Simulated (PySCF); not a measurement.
# Vibration and rotation of TlS⁺

UHF-CCSD(T) constants of TlS⁺, ³Σ⁻ (triplet), unpaired electrons π ↑↑ (basis Tl cc-pVDZ-PP with ECP60, S cc-pV(D+d)Z; scalar-relativistic core potentials; PySCF 2.14; masses 204.9744 and 31.9721 u):

```
ωe              : 103.9 cm⁻¹
ωexe            : 0.916 cm⁻¹
Be              : 0.05594 cm⁻¹
αe              : 0.000557 cm⁻¹
D (centrifugal) : 6.48e-08 cm⁻¹
```

Question: Give the vibrational terms G(v) and spacings up to v = 6.

Answer: G(v) = ωe(v+½) − ωexe(v+½)².

```
v  G(v) (cm⁻¹)  G(v) − G(v−1)  Bv (cm⁻¹)
0         51.7                   0.05566
1        153.8          102.1    0.05510
2        254.0          100.2    0.05455
3        352.4           98.4    0.05399
4        449.0           96.6    0.05343
5        543.7           94.7    0.05288
6        636.6           92.9    0.05232
```

Correlated steps freeze 9 core orbitals. Spin–orbit coupling is left out, which matters for elements this heavy, above all for dissociation energies. The state is the lowest determinant that a PBE0 search found; another state may lie lower at other levels.
